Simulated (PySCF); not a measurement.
C$_{2}$H$_{5}$BBrF, singlet, at a GFN2-xTB geometry. Base run: PBE0/6-31G in PySCF.

Here is a job for PySCF.
```python
from pyscf import gto, scf, dft, solvent

mol = gto.Mole()
mol.atom = '''
    B     0.62234146   -0.18634180   -0.11718449
    F     1.70783801    0.46904002   -0.46978229
    Br   -0.69131139    0.82741184    0.76286279
    C     0.45771919   -1.71913382   -0.46948084
    C     0.23831343   -1.92593642   -1.98141598
    H    -0.37611286   -2.17625533    0.06761411
    H     1.36250200   -2.26635115   -0.18863145
    H     1.06495867   -1.50400501   -2.54856663
    H    -0.68284227   -1.44519027   -2.30422001
    H     0.16894789   -2.98684232   -2.20704979
'''
mol.basis = '6-31g'
mol.verbose = 4
mol.build()

mf = dft.RKS(mol)
mf.xc = 'pbe0'
mf.kernel()
mf.analyze()
```

Variants of this job, named by their change:

| change | ΔE vs base (kcal/mol) | dipole (D) | HOMO-LUMO gap (eV) |
|---|---|---|---|
| base | 0.000 | 1.98 | 7.78 |
| model = ddCOSMO; solvent = dichloromethane | -1.45 | 2.26 | 7.91 |
| model = IEF-PCM; solvent = dimethylsulfoxide | -2.01 | 2.36 | 7.92 |
| model = SS(V)PE; solvent = dichloromethane | -1.72 | 2.30 | 7.90 |
| model = IEF-PCM; solvent = dichloromethane | -1.75 | 2.31 | 7.90 |
| model = IEF-PCM; solvent = dichloromethane; lebedev_order = 41 | -1.75 | 2.31 | 7.90 |
| model = IEF-PCM; solvent = 2-propanol | -1.92 | 2.34 | 7.91 |
| model = IEF-PCM; solvent = dichloromethane; vdw_scale = 1.1 | -2.41 | 2.35 | 7.93 |
| model = IEF-PCM; solvent = dichloromethane; r_probe = 0.5 | -0.74 | 2.19 | 7.85 |
| model = IEF-PCM; solvent = chloroform | -1.48 | 2.26 | 7.88 |
| model = IEF-PCM; solvent = dichloromethane; vdw_scale = 1.4 | -1.01 | 2.23 | 7.86 |
| model = IEF-PCM; solvent = dichloromethane; vdw_scale = 1.0 | -3.46 | 2.38 | 7.95 |

The base is the gas phase, so ΔE is the electrostatic part of solvation at a fixed geometry, without cavity and dispersion terms.
